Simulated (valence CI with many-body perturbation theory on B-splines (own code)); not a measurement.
Ru³¹⁺: magnetic and hyperfine properties of the levels

Calculated by configuration interaction combined with many-body perturbation theory (CI+MBPT): three valence electrons over a frozen Dirac-Fock core [Ne], a basis of 11 s, 11 p, 9 d, 7 f, 5 g, 2 h, 1 i functions for each j, with the one-electron correlation potential Σ1 (screened to all orders), the two-electron term Σ2, the three-electron term Σ3, Breit, model QED; selected single and double excitations, second order for the rest (own B-spline code, finite nucleus).

The last digits are not significant, and no measured levels were compared; by estimate large intervals hold to a few tenths of a per cent, small ones and those within an open d or f shell to about a per cent.

A/g_I is the dipole constant over the nuclear g factor μ/I (μ in nuclear magnetons, uniformly magnetised nucleus), B/Q the quadrupole constant per barn. Both hold the static response of the core; the bare values leave it out. Large factors of s and p1/2 electrons are usually good to 5 to 10 %; those of open d and f shells near neutrality can be off by tens of per cent, and small factors of p3/2, d and f electrons come from cancelling terms and can be off by a factor of two or in sign, in half-filled shells by more. B is blank for J = 1/2, where it vanishes, and for nearly pure S terms. Energies count from the lowest level.

Names give the largest LS component (configuration and term), which can be under half, so a name can repeat, a term be missing and a line seem to break the LS rules; names also repeat where a configuration has a term twice. Letters in brackets count levels of one name in rising energy.

```tsv
Level	E (cm⁻¹)	g	A/g_I (MHz)	A/g_I bare	B/Q (MHz/b)	B/Q bare
3s²3p ²P°_1/2	0	0.661	205000	199000		
3s²3p ²P°_3/2	254450	1.330	35900	35700	65400	63900
3s3p² ⁴P_1/2	584470	2.473	540000	525000		
3s3p² ⁴P_3/2	752710	1.697	167000	163000	53000	51800
3s3p² ⁴P_5/2	814340	1.437	185000	180000	6570	6480
3s3p² ²D_3/2	912080	0.881	-4810	-3830	63100	61800
3s3p² ²P_1/2	984820	1.142	-53600	-50800		
3s3p² ²D_5/2	1044500	1.349	142000	138000	41200	40400
3s²3d ²D_3/2	1198000	0.995	-6250	-4740	-17200	-16300
3s3p² ²S_1/2	1241000	1.711	618000	597000		
3s²3d ²D_5/2	1284600	1.203	36800	36500	32100	32200
3s3p² ²P_3/2	1287500	1.080	-55600	-52400	-9300	-8920
3p³ ²P°_3/2 [a]	1537800	1.237	21000	22000	53500	52400
3s3p3d ⁴F°_3/2	1639700	0.537	-53500	-51100	17500	17700
3s3p3d ⁴F°_5/2 [a]	1663100	1.105	138000	135000	-14700	-13800
3s3p3d ⁴F°_5/2 [b]	1718000	1.151	30500	30700	-2850	-2190
3p³ ⁴S°_3/2	1722900	1.418	-26900	-23600	-11900	-11500
3s3p3d ⁴F°_7/2	1765600	1.258	112000	110000	2440	3330
3s3p3d ⁴D°_3/2	1778600	1.340	87900	86600	12100	12000
3s3p3d ⁴D°_1/2	1780400	0.294	-227000	-218000		
3s3p3d ⁴P°_5/2	1788300	1.426	107000	105000	20200	20300
3p³ ²P°_1/2	1856100	0.659	180000	174000		
3s3p3d ²F°_5/2 [a]	1896700	0.933	30600	30300	49000	48700
3s3p3d ⁴F°_9/2	1931800	1.330	89100	87400	80400	79500
3s3p3d ²D°_3/2 [a]	1939000	0.965	-46000	-43600	15400	15400
3s3p3d ⁴D°_5/2	1965600	1.327	99900	98200	-499	-721
3s3p3d ⁴P°_3/2	1968700	1.419	153000	149000	-15100	-15000
3s3p3d ⁴D°_7/2	1969300	1.370	104000	102000	8880	8930
3s3p3d ⁴P°_1/2	1969900	2.396	339000	330000		
3s3p3d ²P°_3/2 [a]	1998700	1.386	-18600	-15800	-35100	-34400
3s3p3d ²D°_5/2 [a]	2039500	1.295	131000	127000	-28500	-27600
3s3p3d ²D°_3/2 [b]	2096800	1.019	-3780	-2530	-25900	-25100
3s3p3d ²F°_7/2 [a]	2112200	1.144	19200	19700	79000	78300
3s3p3d ²F°_5/2 [b]	2187600	0.910	-31500	-29300	57100	56600
3s3p3d ²F°_7/2 [b]	2189600	1.167	62700	61500	64800	64300
3s3p3d ²P°_1/2 [a]	2193700	0.634	-145000	-139000		
3s3p3d ²P°_1/2 [b]	2233100	0.663	39300	38200		
3s3p3d ²P°_3/2 [b]	2262400	1.278	150000	146000	17700	17800
3s3p3d ²D°_5/2 [b]	2271400	1.140	-40900	-38100	-30300	-29100
3p³ ²P°_3/2 [b]	2295500	1.100	6820	7870	-55800	-54500
```

Question: Take the isotope of mass number 101, with I = 5/2, μ = -0.718 μN and Q = 0.46 b. What is the hyperfine structure of 3s3p² ⁴P_3/2?

Answer: From the table A = -47900 MHz, B = 24400 MHz. Shifts from the centre of gravity in MHz: F = 1: 269000, F = 2: 153000, F = 3: -1440, F = 4: -174000.
